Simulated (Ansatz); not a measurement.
CH7ClOSi2 (`O[SiH2][SiH2]CCl`), relaxed with RKS PBE0-D4/def2-TZVP in the Gaussian-basis code of Ansatz from a PBE-D4/def2-SVP geometry. The force threshold is 0.005 eV/Å; the program also tests the step.

The species carries charge 0 and has multiplicity 1.

Start:

```xyz
12

O     2.013   -1.213    1.714
Si    0.805   -1.223    0.528
Si    0.058    0.961    0.018
C    -1.641    0.824   -0.850
Cl   -1.504   -0.402   -2.179
H     2.834   -0.761    1.453
H     1.261   -1.915   -0.733
H    -0.333   -1.996    1.130
H     1.015    1.682   -0.896
H    -0.102    1.792    1.269
H    -2.427    0.473   -0.152
H    -1.978    1.778   -1.301
```

(1) How much energy does the relaxation release, and in how many steps? (Estimate.)

(2) Which bonds change most? (Best estimate.)

(3) Give the relaxed structure. (Estimate.)

Results:

(1) Computed: 1.44 kcal/mol, in 9 steps.

(2) Ansatz gave: O1–Si2 from 1.692 to 1.655 Å; C4–Cl5 from 1.814 to 1.789 Å; Si3–C4 from 1.913 to 1.891 Å; Si2–H7 from 1.509 to 1.489 Å.

(3) Ansatz gave: 
```xyz
12

O     1.997   -1.174    1.700
Si    0.807   -1.211    0.550
Si    0.045    0.946    0.004
C    -1.639    0.823   -0.849
Cl   -1.511   -0.311   -2.227
H     2.850   -0.819    1.446
H     1.274   -1.913   -0.678
H    -0.308   -1.981    1.157
H     0.987    1.647   -0.912
H    -0.116    1.782    1.229
H    -2.403    0.431   -0.177
H    -1.983    1.779   -1.243
```
